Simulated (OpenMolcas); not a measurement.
**C III: effect of the basis set**

| Quantity | Value |
| --- | --- |
| Program | OpenMolcas 26.06 |
| Method | MS-CASPT2, IPEA 0.25 Eh, imaginary shift 0.1 Eh (closed shells correlated: 1s) |
| Active space | 2 electrons in 8 orbitals (2s 2p 3s 3p) |
| State averaging | 2S+1 = 3 even, 3 roots; 2S+1 = 1 even, 7 roots; 2S+1 = 3 odd, 3 roots; 2S+1 = 1 odd, 3 roots |
| Spin-orbit coupling | RASSI with atomic mean-field integrals over the reference wave functions, term energies averaged over their components |

A. ANO-RCC-VTZP [4s3p2d1f], DKH2, point nucleus; CASPT2 step of the order of 3 core-seconds
B. ANO-R2 [4s4p2d1f], X2C, finite nucleus; CASPT2 step roughly 3 core-seconds
C. ANO-RCC-VQZP [5s4p3d2f1g], DKH2, point nucleus; CASPT2 step of the order of 4 core-seconds
D. ANO-RCC [8s8p4d3f2g], DKH2, point nucleus; CASPT2 step about 6 core-seconds

Energies in cm⁻¹ above 2s² ¹S₀, the measured ground level; measured values from Moore, Selected Tables of Atomic Spectra, NSRDS-NBS 3, section 3.

```
     Level       A       B       C       D  Measured
   2s² ¹S₀     0.0     0.0     0.0     0.0       0.0
2s 2p ³P°₀   52330   52590   52330   52530     52367
2s 2p ³P°₁   52360   52610   52360   52550     52391
2s 2p ³P°₂   52410   52670   52410   52610     52447
2s 2p ¹P°₁  104330  104370  103500  103600    102352
   2p² ³P₀  137640  138010  137380  137830    137426
   2p² ³P₁  137660  138030  137410  137850    137454
   2p² ³P₂  137720  138090  137460  137910    137502
   2p² ¹D₂  147400  147880  146790  147150    145876
   2p² ¹S₀  183960  184060  182800  183080    182520
```

Deviations, from unrounded energies. A percentage is the sum of absolute deviations over the sum of measured energies, with the sign that they share, or ± where signs differ.

| Against measurement | Levels | A | B | C | D |
| --- | --- | --- | --- | --- | --- |
| mean absolute deviation (cm-1) | 9 | 630 | 890 | 290 | 530 |
| other configurations (%) | 9 | ±0.6 | +0.8 | ±0.3 | +0.5 |

C lies closest to measurement on these levels and B furthest from it. The largest miss of C in the table is 2s 2p ¹P°₁, by +1200 cm-1. The ranking rests on the paired levels alone, and a cruder setting can come out closer through cancelling errors.

Among A to D the level of the table that moves most is 2p² ¹S₀, by 1300 cm-1 (lowest in C, highest in B). Moves below CASPT2's spread within the term are not significant.

Term energies are means over components that CASPT2 splits; among the terms shown or strongly mixed into the levels shown the widest spread is 52 cm-1 (2p² ¹D, D). Active for correlation alone: 3p 3s; no level in the range computed is led by a configuration that fills them, so any true level of that kind is missing. Computed and measured levels are paired by configuration, term and J; levels that our copy of the source lacks, or whose pairing is in doubt (as where it misses far off the trend of its configuration), stay unpaired and out of the deviations. Only configurations of the active space appear.

° marks odd parity.
